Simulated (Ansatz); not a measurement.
Geometry optimisation, RHF/6-31G* (Ansatz 0.2.0).

Input:

```yaml
crystal:
  periodic: [false, false, false]
  atoms:
    - { symbol: B, position_ang: [0.0, 0.0, 0.0] }
    - { symbol: "N", position_ang: [0.0, 0.0, 1.9] }
    - { symbol: H, position_ang: [-0.877, -0.2713, 2.43] }
    - { symbol: H, position_ang: [0.877, 0.2713, 2.43] }
    - { symbol: "N", position_ang: [1.3423, 0.0, -0.775] }
    - { symbol: H, position_ang: [1.8089, -0.9179, -1.0268] }
    - { symbol: H, position_ang: [1.7937, 0.9179, -1.0532] }
    - { symbol: Cl, position_ang: [-1.6108, 0.0, -0.93] }
    - { symbol: O, position_ang: [-0.4975, 1.5446, 0.5392] }
    - { symbol: H, position_ang: [-1.4276, 1.738, 0.1962] }
    - { symbol: H, position_ang: [-0.3332, 1.0344, 1.5734] }
basis:
  gaussian: { orbitals: "6-31G*" }
hamiltonian:
  xc: hf
relax:
  f_tol: 0.15
  max_steps: 25
  restrain:
    - { distance: [0, 8], at: 2.61, k: 30.0 }
    - { distance: [10, 1], at: 2.26, k: 30.0 }
    - { distance: [0, 1], at: 1.55, k: 30.0 }
    - { distance: [10, 8], at: 1.01, k: 30.0 }
```

Launched with:

```bash
$ ansatz run input.yaml --threads 1 --pin off --max-ram 2048MiB --backend cpu --events-out ev --progress --plain --runs-dir out
```

Task: Where does it end, and by what steps?

Result: The forces met the threshold. The restraints hold the end off the free minimum; the threshold counts their pulls, which the force column leaves out. Restrained pairs: B1–O9 (1.71 → 2.62 Å), N2–H11 (1.13 → 2.26 Å), B1–N2 (1.90 → 1.49 Å), O9–H11 (1.16 → 0.97 Å). After 17 steps the energy has fallen by 5.215 eV (the restraints' own energy left out); H6 moved furthest, 1.34 Å.

```csv
step,energy less start (eV),largest force component (eV/Å),accepted
0,0.0000,5.242,yes
1,-0.6399,3.443,yes
2,-1.4619,2.736,yes
3,-2.5792,2.354,yes
4,-4.0715,1.782,yes
5,-4.4927,2.124,yes
6,-4.6448,2.309,yes
7,-4.6734,2.585,yes
8,-4.7902,2.181,yes
9,-4.8386,2.232,yes
10,-4.8695,2.169,yes
11,-5.0127,2.010,yes
12,-5.1144,1.890,yes
13,-5.1332,1.835,yes
14,-5.0870,2.026,no
15,-5.1740,1.821,yes
16,-5.2001,1.811,yes
17,-5.2154,1.877,yes
```

```xyz
11
Properties=species:S:1:pos:R:3
B 0.054 -0.229 0.166
N 0.040 -0.339 1.650
H -0.698 -0.870 2.058
H 0.910 -0.499 2.113
N 1.220 -0.100 -0.588
H 2.106 0.062 -0.161
H 1.205 0.105 -1.561
Cl -1.525 -0.483 -0.667
O -0.433 2.321 0.550
H -1.337 2.500 0.325
H -0.467 1.849 1.399
```

Run time: 54 s on 1 thread of Arm Neoverse V1 (shared host), peak memory 0.17 GiB.
